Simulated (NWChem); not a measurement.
C4H7F; SMILES C/C=C(\C)F

```xyz
12

C      0.0302     2.0567     0.0000
C      0.6806     0.7141     0.0000
C      0.0723    -0.4736     0.0000
C     -1.3744    -0.8101     0.0000
F      0.8340    -1.5832     0.0000
H      0.3325     2.6438     0.8834
H     -1.0672     1.9994     0.0000
H      0.3325     2.6438    -0.8834
H      1.7754     0.6818     0.0000
H     -1.6225    -1.4164     0.8861
H     -1.6225    -1.4164    -0.8861
H     -2.0058     0.0861     0.0000
```
Atoms are numbered in this order, from 1.

Program: NWChem. Pople sets run with spherical d functions. Structure relaxed at the PBE0/def2-SVP level. GIAO values for the isolated, static molecule; σ is the absolute isotropic shielding, δ = σ(reference) − σ with the isolated reference molecule computed at the same levels (13C: tetramethylsilane, 19F: trichlorofluoromethane, 1H: tetramethylsilane).

Estimate the computed values for B3LYP/6-31G*. Quantities: δ C1 (ppm); δ C2 (ppm); δ C3 (ppm); δ F5 (ppm); δ H6 (rotor mean) (ppm); δ H9 (ppm); δ H10 (rotor mean) (ppm).


```
Property                  Result
------------------------  ------
δ C1 (ppm)                  13.1
δ C2 (ppm)                  96.1
δ C3 (ppm)                 149.5
δ F5 (ppm)                 -91.9
δ H6 (rotor mean) (ppm)     1.53
δ H9 (ppm)                  4.79
δ H10 (rotor mean) (ppm)    1.66
```
